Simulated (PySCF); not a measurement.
A geometry optimisation on [GaCl6]3-, `[Cl][Ga-3]([Cl])([Cl])([Cl])([Cl])[Cl]`.

Method: PBE0-D3(BJ)/def2-SVP geometry optimisation, gas phase (PySCF 2.14.0). Start geometry: GFN2-xTB. The input is one job of a driver script: a line of settings, then coordinates in Å.

Command:
```bash
OMP_NUM_THREADS=1 python probes_run.py task.json out
```

Input:
```
{"job": {"xc": "PBE0", "basis": "def2-SVP", "d3": "d3bj", "grid": 1, "maxiter": 40, "shake": 0.03, "kind": "geom"}, "charge": -3, "multiplicity": 1}
Ga     0.061770    -0.074800     0.010940
Cl    -0.036790    -0.025140     2.368850
Cl    -0.042510     0.001260    -2.404310
Cl     2.477610     0.010600     0.009760
Cl    -2.384170    -0.026320    -0.049840
Cl    -0.018130     2.393740     0.004560
Cl     0.034080    -2.381350    -0.008520
```

Output:
```
step   0  E = -4683.87661132  max force = 0.017239
step   1  E = -4683.88012173  max force = 0.010354
step   2  E = -4683.87991492  max force = 0.003717
step   3  E = -4683.88074877  max force = 0.004033
step   4  E = -4683.88102075  max force = 0.003128
step   5  E = -4683.88110585  max force = 0.001643
step   6  E = -4683.88111698  max force = 0.000802
step   7  E = -4683.88115347  max force = 0.000585
step   8  E = -4683.88115688  max force = 0.000112
optimisation converged
```

Energies in Eh; «max force» is the largest Cartesian gradient component in Eh/bohr.

Question: How much energy does the optimisation release, in eV?

Answer: E(step 0) − E(last step) = 0.004546 Eh, which is 0.124 eV.

Question: At which steps does the energy rise by more than 1e-5 Eh?

Answer: At step 2 (+0.21 mEh).

In short: final energy -4683.88116 Eh after 8 steps.

Question: Give the final coordinates.

Answer: 0.070 Å rms from the input after alignment:
```
atom  x, y, z in Å
Ga1    0.0134   -0.0143   -0.0100
Cl2    0.0011   -0.0246    2.4417
Cl3    0.0261   -0.0041   -2.4613
Cl4    2.4670    0.0066    0.0026
Cl5   -2.4412   -0.0358   -0.0227
Cl6   -0.0083    2.4367    0.0005
Cl7    0.0339   -2.4664   -0.0193
```

The ion is multiply charged and computed in the gas phase, without counter-ions or solvent; whether it holds all its electrons wasn't checked.

On an Intel Xeon at 2.50 GHz with one thread, shared host with 64 logical CPUs at a one-minute load of 59, this took 5.5 min wall, 3.9 min CPU and 0.67 GiB of memory at its peak.
Labels such as C1 count atoms from 1, the log's own numbers from 0.
